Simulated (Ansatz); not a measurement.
CH₆BFSi, SMILES `BC[SiH2]F`. Charge 0, multiplicity 1. The structure was optimised at the PBE0-D4/def2-TZVP level. It is one conformer, not always the lowest.

```xyz
10

B    -1.401   -0.190    0.716
C    -0.391   -0.527   -0.393
Si    1.180    0.472   -0.212
F     2.160    0.062   -1.411
H    -2.188    0.701    0.575
H    -1.382   -0.777    1.760
H    -0.743   -0.272   -1.398
H    -0.039   -1.565   -0.364
H     1.882    0.167    1.057
H     0.922    1.927   -0.330
```

**Question.** What is the dipole moment at PBE/def2-TZVPP? (An estimate is asked.)

**Answer.** The calculation gave: 0.58 D, with components (-0.53, -0.22, 0.10) D in this frame, pointing from negative to positive charge.

**Question.** And with r2SCAN, B3LYP, ωB97M-V? (Best estimate.)

**Answer.** Ansatz gave: r2SCAN 0.66 D, B3LYP 0.72 D, ωB97M-V 0.72 D.

**Question.** Give the Mulliken charges with PBE, ωB97M-V, B3LYP in def2-TZVPP. (Best estimate.)

**Answer.** Computed: 
| atom | PBE | ωB97M-V | B3LYP |
| --- | --- | --- | --- |
| B1 | -0.12 | -0.20 | -0.13 |
| C2 | -0.22 | -0.30 | -0.24 |
| Si3 | 0.48 | 0.49 | 0.56 |
| F4 | -0.28 | -0.32 | -0.33 |
| H5 | 0.02 | 0.08 | 0.04 |
| H6 | 0.02 | 0.08 | 0.04 |
| H7 | 0.12 | 0.13 | 0.11 |
| H8 | 0.12 | 0.13 | 0.11 |
| H9 | -0.07 | -0.04 | -0.08 |
| H10 | -0.07 | -0.04 | -0.08 |

B3LYP here is the variant with VWN-RPA as its local correlation; programs differ in this.
